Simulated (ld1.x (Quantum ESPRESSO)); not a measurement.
**Configuration tests for Hg (TM)**

```
Element                 : Hg (Z = 80)
Generator               : ld1.x (Quantum ESPRESSO) 7.5
Type                    : norm-conserving Troullier–Martins (Kleinman–Bylander form)
Functional              : PBE
Relativity              : fully relativistic
Frozen core             : [Xe] 4f14 5d10
Valence charge          : 2
Reference configuration : 6s1.5 6p0 (charge +0.5)
Partial waves           : 6s (bound): rc 1.98 bohr; 6d channel at 0.2 Ry: rc 3.35 bohr; 6p (bound, empty): rc 3.20 bohr
Local potential         : the p channel
Core correction         : a·sin(br)/r model core inside 1.45 bohr
```

Open shells are filled in proportion to 2j + 1 (rel_dist='average').

Energies are relative to the spin-unpolarised reference configuration 6s1.5 6p0; without spin polarisation the order of configurations can differ from experiment. The p channel is local and has no spin–orbit splitting in the pseudo-atom.

Problem. Give the all-electron excitation energy and the error of the potential for: 6s2 6p0; 6s1 6p0; 6s1 6p1; 6s0 6p2; 6s0 6p1.

Solution.

| valence configuration | charge | ΔE all-electron (eV) | error AE − PS (meV) |
| --- | --- | --- | --- |
| 6s2 6p0 | 0 | -4.363 | -47 |
| 6s1 6p0 | +1 | 6.338 | -61 |
| 6s1 6p1 | 0 | 1.604 | -60 |
| 6s0 6p2 | 0 | 8.048 | -212 |
| 6s0 6p1 | +1 | 13.646 | -293 |
